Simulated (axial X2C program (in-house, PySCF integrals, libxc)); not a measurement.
**Curves of FCuF from open-shell CI on d8 s1 p(π)0**

Calculated with an in-house all-electron X2C program for linear molecules (integrals from PySCF): two-component X2C with atomic mean-field Coulomb and Gaunt terms, basis F dyall-av3z, Cu dyall-v3z (cores contracted in-house). Orbitals come from Hartree–Fock averaged over the configuration Cu d8 s1 p(π)0; CI then distributes these electrons over the d, s, p(π) shells of Cu.

Scan along the symmetric stretch (R is each bond); masses F 18.998 u, Cu 62.930 u, F 18.998 u. Energies in cm⁻¹ from the lowest point; levels are followed by energy order within each Ω. Lowest level at 1.773 Å: 74% d9 + 26% d8 s1.

| R (Å) | (1)Ω=5/2 | (1)Ω=3/2 | (1)Ω=1/2 | (2)Ω=3/2 | (2)Ω=1/2 |
| --- | --- | --- | --- | --- | --- |
| 1.649 | 587 | 737 | 1953 | 2610 | 7617 |
| 1.711 | 0 | 367 | 1648 | 2109 | 6872 |
| 1.773 | 1541 | 1991 | 3284 | 3683 | 8141 |
| 1.844 | 5082 | 5530 | 6775 | 7198 | 11306 |
| 1.915 | 9866 | 10244 | 11400 | 11914 | 15710 |
| 1.995 | 16169 | 16409 | 17449 | 18118 | 21641 |
| 2.092 | 24554 | 24567 | 25476 | 26384 | 29732 |

**Question.** Fit the curves (1)Ω=5/2, (1)Ω=3/2, (1)Ω=1/2, (2)Ω=3/2, (2)Ω=1/2 near their minima.

**Answer.** From the open-shell CI curves, Te from the lowest:

```tsv
level	Te (cm⁻¹)	Re (Å)	ωe (cm⁻¹)
(1)Ω=5/2	0	1.694	732.3
(1)Ω=3/2	317	1.689	717.8
(1)Ω=1/2	1580	1.687	713.0
(2)Ω=3/2	2090	1.692	728.4
(2)Ω=1/2	6920	1.700	700.6
```

Without dynamic correlation distances can be off by several hundredths of an Å (long for ionic bonds, short for multiple bonds) and the wavenumbers are rough.

Dynamic correlation is missing, so gaps between terms are too wide and other configurations may lie lower; the lowest level listed is that of this model, not necessarily the ground state. The lowest levels belong to d9, not to the averaged configuration, so orbitals and distance suit them less well. For d shells the ligand-field splittings (σ, π, δ) and their order can be off by a thousand cm⁻¹ or more. At most 4 roots were kept for each Ω > 0 (twice that for Ω = 0) within 3.2 eV of the lowest, so higher up levels can be missing between those listed; levels with Ω > 0 are doubly degenerate and listed once, Ω = 0 levels singly. States that fill the shells left empty in the average are placed too high. The molecule was held linear; bending was not examined.
